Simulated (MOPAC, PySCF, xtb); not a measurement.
Breaking a bond: F₂ (anion, charge -1), doublet.

- GFN1-xTB (xtb)
- UKS-M06-2X = unrestricted M06-2X/aug-cc-pVDZ in PySCF 2.14.0
- PM6, unrestricted, heats of formation (MOPAC)
- CASSCF(15,8)/aug-cc-pVDZ (PySCF)
- UKS-B3LYP/6-31G* = PySCF 2.14.0 with unrestricted B3LYP/6-31G*, spherical d

Energies are in eV, each relative to the lowest point of its own curve near equilibrium.

```json
[
 {"R / Å": "1.60", "GFN1-xTB": "0.991", "UKS-M06-2X": "0.734", "PM6": "0.592", "CASSCF(15,8)": "—", "UKS-B3LYP/6-31G*": "0.940"},
 {"R / Å": "1.68", "GFN1-xTB": "0.526", "UKS-M06-2X": "0.353", "PM6": "0.286", "CASSCF(15,8)": "—", "UKS-B3LYP/6-31G*": "0.501"},
 {"R / Å": "1.79", "GFN1-xTB": "0.183", "UKS-M06-2X": "0.086", "PM6": "0.057", "CASSCF(15,8)": "—", "UKS-B3LYP/6-31G*": "0.168"},
 {"R / Å": "1.87", "GFN1-xTB": "0.066", "UKS-M06-2X": "0.012", "PM6": "0.001", "CASSCF(15,8)": "—", "UKS-B3LYP/6-31G*": "0.053"},
 {"R / Å": "1.91", "GFN1-xTB": "0.034", "UKS-M06-2X": "0.000", "PM6": "0.000", "CASSCF(15,8)": "—", "UKS-B3LYP/6-31G*": "0.023"},
 {"R / Å": "1.98", "GFN1-xTB": "0.006", "UKS-M06-2X": "0.008", "PM6": "0.032", "CASSCF(15,8)": "—", "UKS-B3LYP/6-31G*": "0.000"},
 {"R / Å": "2.05", "GFN1-xTB": "0.000", "UKS-M06-2X": "0.041", "PM6": "0.094", "CASSCF(15,8)": "—", "UKS-B3LYP/6-31G*": "0.005"},
 {"R / Å": "2.12", "GFN1-xTB": "0.007", "UKS-M06-2X": "0.089", "PM6": "0.169", "CASSCF(15,8)": "—", "UKS-B3LYP/6-31G*": "0.029"},
 {"R / Å": "2.20", "GFN1-xTB": "0.022", "UKS-M06-2X": "0.155", "PM6": "0.257", "CASSCF(15,8)": "0.008", "UKS-B3LYP/6-31G*": "0.070"},
 {"R / Å": "2.27", "GFN1-xTB": "0.036", "UKS-M06-2X": "0.216", "PM6": "0.326", "CASSCF(15,8)": "0.000", "UKS-B3LYP/6-31G*": "0.113"},
 {"R / Å": "2.44", "GFN1-xTB": "0.061", "UKS-M06-2X": "0.360", "PM6": "0.439", "CASSCF(15,8)": "0.000", "UKS-B3LYP/6-31G*": "0.229"},
 {"R / Å": "2.69", "GFN1-xTB": "0.052", "UKS-M06-2X": "0.536", "PM6": "0.500", "CASSCF(15,8)": "0.023", "UKS-B3LYP/6-31G*": "0.395"},
 {"R / Å": "2.94", "GFN1-xTB": "-0.005", "UKS-M06-2X": "0.662", "PM6": "0.519", "CASSCF(15,8)": "0.052", "UKS-B3LYP/6-31G*": "0.520"},
 {"R / Å": "3.23", "GFN1-xTB": "—", "UKS-M06-2X": "0.763", "PM6": "0.532", "CASSCF(15,8)": "0.081", "UKS-B3LYP/6-31G*": "0.601"},
 {"R / Å": "3.53", "GFN1-xTB": "—", "UKS-M06-2X": "0.829", "PM6": "0.542", "CASSCF(15,8)": "0.104", "UKS-B3LYP/6-31G*": "0.624"},
 {"R / Å": "3.99", "GFN1-xTB": "—", "UKS-M06-2X": "0.876", "PM6": "0.553", "CASSCF(15,8)": "0.128", "UKS-B3LYP/6-31G*": "0.593"},
 {"R / Å": "4.41", "GFN1-xTB": "—", "UKS-M06-2X": "0.886", "PM6": "0.559", "CASSCF(15,8)": "0.143", "UKS-B3LYP/6-31G*": "0.542"},
 {"R / Å": "4.86", "GFN1-xTB": "—", "UKS-M06-2X": "0.881", "PM6": "0.563", "CASSCF(15,8)": "0.154", "UKS-B3LYP/6-31G*": "0.488"},
 {"R / Å": "5.33", "GFN1-xTB": "—", "UKS-M06-2X": "0.868", "PM6": "0.566", "CASSCF(15,8)": "0.161", "UKS-B3LYP/6-31G*": "0.439"},
 {"R / Å": "5.92", "GFN1-xTB": "—", "UKS-M06-2X": "0.848", "PM6": "0.569", "CASSCF(15,8)": "0.168", "UKS-B3LYP/6-31G*": "0.389"},
 {"R / Å": "6.97", "GFN1-xTB": "—", "UKS-M06-2X": "0.816", "PM6": "0.571", "CASSCF(15,8)": "0.174", "UKS-B3LYP/6-31G*": "0.319"},
 {"R / Å": "7.83", "GFN1-xTB": "—", "UKS-M06-2X": "0.793", "PM6": "0.573", "CASSCF(15,8)": "0.177", "UKS-B3LYP/6-31G*": "0.275"}
]
```

At the longest distance, 7.83 Å, UKS-M06-2X lies highest above its minimum (0.793 eV) and CASSCF(15,8) lowest (0.177 eV).

The UKS-B3LYP/6-31G* curve passes through a maximum at 3.53 Å and then falls by 0.349 eV up to the last usable point.

A dash means that the run gave no value there, or that the column was ended at a point which the program doubted or which failed a test of continuity chosen for this set; such a test can also cut sound points.

Where the anion isn't bound against loss of the electron, the finite basis alone holds it. At the longest distance UKS-M06-2X leaves fractional charges on the fragments, a sign of delocalisation error or of the restricted form.
